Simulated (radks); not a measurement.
Values are calculated unless marked as measured or tabulated.
Problem. These are the eigenvalues of the occupied orbitals of an atom or ion with whole-number occupations (Ry). Level of theory: scalar-relativistic Kohn-Sham, r2SCAN, spin-polarised, spherical densities, finite nucleus; meta-GGA in the generalised Kohn-Sham scheme; Fermi nuclear charge, rms radius of each element as measured or else 0.836 A^(1/3) + 0.57 fm (a radial shooting solver on a logarithmic mesh with Libxc functionals).

| orbital | eigenvalue |
|---|---|
| 1s down | -1462.514 |
| 1s up | -1462.512 |
| 2s up | -209.5453 |
| 2s down | -209.5026 |
| 2p up | -187.3928 |
| 2p down | -187.3623 |
| 3s up | -38.05340 |
| 3s down | -38.04023 |
| 3p up | -30.72630 |
| 3p down | -30.70879 |
| 3d up | -18.84907 |
| 3d down | -18.81467 |
| 4s up | -7.29452 |
| 4s down | -7.09580 |
| 4p up | -5.31915 |
| 4p down | -5.09519 |
| 4d up | -2.50116 |

Which element is it, and in what charge state? The configuration may be excited. Open shells, if any, are filled with parallel spins first.

Solution. Z = 42, molybdenum, charge +3: Mo3+ in [Kr] 4d3. The list shows which subshells hold electrons but not how many an open one holds; the 1s level, -731.26 hartree, gives Z - s = 38.2 by -(Z - s)^2/2, which with screening and relativity narrows Z to a few neighbours, and the depths of the outer levels then fix element, charge and occupations together.
